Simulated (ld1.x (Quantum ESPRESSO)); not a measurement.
# Pseudopotential generation for Cu (Z = 29): ultrasoft, PBE, fully relativistic.

```
Element                 : Cu (Z = 29)
Generator               : ld1.x (Quantum ESPRESSO) 7.5
Type                    : ultrasoft
Functional              : PBE
Relativity              : fully relativistic
Frozen core             : [Ar]
Valence charge          : 11
Reference configuration : 3d10 4s1 4p0
Partial waves           : 4s (bound): rcut 2.05, rcutus 2.25 bohr; 4s channel at 1.35 Ry: rcut 2.05, rcutus 2.25 bohr; 4p (bound, empty): rcut 2.30, rcutus 3.00 bohr; 4p channel at 0.85 Ry: rcut 2.30, rcutus 3.00 bohr; 3d (bound): rcut 0.70, rcutus 0.80 bohr; 3d channel at 0.15 Ry: rcut 0.70, rcutus 0.80 bohr; 4f channel at 0.45 Ry: rcut 2.55, rcutus 2.90 bohr
Local potential         : all-electron potential smoothed inside 2.30 bohr (lloc = -2)
Core correction         : none
Augmentation charge     : PSQ, inside the norm-conserving radii
```

Open shells are filled in proportion to 2j + 1 (rel_dist='average').

All-electron outer shells of the reference configuration (PBE, scalar-relativistic, ld1.x):

```tsv
shell	level (eV)	outermost node (bohr)	outermost maximum (bohr)
3s	-114.70	0.29	0.61
3p	-72.14	0.26	0.62
3d	-5.04	–	0.60
4s	-4.61	0.89	2.27
4p	-0.70	0.97	3.65
```

(1) Estimate the cutoffs (Ry, on a coarse ladder) from which the occupation-weighted sum of valence levels, in a spherical-Bessel basis at the reference potential, stays within 10 and 1 mRy of its value at 400 Ry.

(2) Does the potential have ghost states?

(3) Is the overlap operator S = 1 + Σ q|β⟩⟨β| positive definite (Bessel basis up to 400 Ry)?

(4) Which valence shell sets the plane-wave cutoff?

(5) Tests: 3d10 4s0 4p0; 3d9 4s0 4p0; 3d8 4s0 4p0; 3d9 4s1 4p0; 3d9 4s1 4p1; 3d10 4s0 4p1; 3d10 4s0.5 4p0. Which has the largest error in its energy relative to the reference configuration, and how large is it?

Results:

(1) 230 Ry and 300 Ry.

(2) No extra level below or beside the all-electron valence levels (s, p1/2, p3/2, d3/2, d5/2, f5/2, f7/2 tested).

(3) Yes: its lowest eigenvalue is 0.43 (s channel).

(4) 3d: its level needs 230 Ry to come within 1 mRy, against 6 Ry for 4s.

(5) 3d8 4s0 4p0, with -136 meV (all-electron minus pseudo) on +68.50 eV.
